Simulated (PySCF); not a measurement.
Electronic structure of Si⁺ (silicon, charge +1) at the UHF level

Configuration: [Ne] 3s1 3p1 3d1, one real determinant (an excited configuration). Computed with PySCF 2.14 in aug-cc-pwCVTZ (8s7p5d3f, 75 functions), with the non-relativistic Hamiltonian (point nucleus).

```json
{
 "Total energy": "-288.075414 hartree",
 "One-electron energy": "-393.2703 hartree",
 "Hartree (Coulomb) energy": "125.1957 hartree",
 "Exchange energy": "-20.0008 hartree",
 "Kinetic energy": "288.07529 hartree",
 "⟨S²⟩": "3.7501",
 "⟨L²⟩": "8.026",
 "Sum of ⟨r⟩": "12.64 bohr",
 "Sum of ⟨r²⟩": "30.51 bohr²",
 "Traceless quadrupole moment −½Σ⟨3z² − r²⟩ along its main axis": "2.06 e·bohr²",
 "Density at the nucleus (Gaussians lack the cusp)": "1740 bohr⁻³",
 "Spin density at the nucleus": "5.27 bohr⁻³",
 "Langevin diamagnetic susceptibility": "-24.2 ×10⁻⁶ cm³/mol"
}
```

```
shell  electrons  mean orbital energy (eV)  spread (eV)  rms radius, mean of both spins (bohr)
 1s α          1                   -1888.0            0                                  0.129
 1s β          1                   -1887.3            0                                  0.129
 2s α          1                   -182.42            0                                  0.614
 2s β          1                   -181.30            0                                  0.614
 2p α          3                   -130.75        0.494                                  0.598
 2p β          3                   -129.94        0.476                                  0.598
 3s α          1                   -28.126            0                                   2.15
 3p α          1                   -19.652            0                                   2.46
 3d α          1                    -7.559            0                                   4.11
```

⟨L²⟩ = 8.03 against 12 for a pure F term, so this real determinant mixes terms. The outer electron is Rydberg-like, and this basis confines it to a smaller radius and binds it less than a complete one would.

Spin-orbit constants ζ (cm⁻¹) from the X2C one-electron operator on these orbitals (non-relativistic here): bare nucleus, nucleus screened by l(l+1)(2l+1)/3 electrons, and screened by the Breit-Pauli mean field of the electrons.

```
shell   bare  screened nucleus  mean field
   2p   3876              3322        3071
   3p  256.0             219.4       199.9
   3d  6.476             1.850       1.164
```

To first order the Landé constant is A = 22.47 cm⁻¹, so the lowest level has J = 3/2 and lies 0.0167 eV below the centre of the term. This holds in LS coupling only.
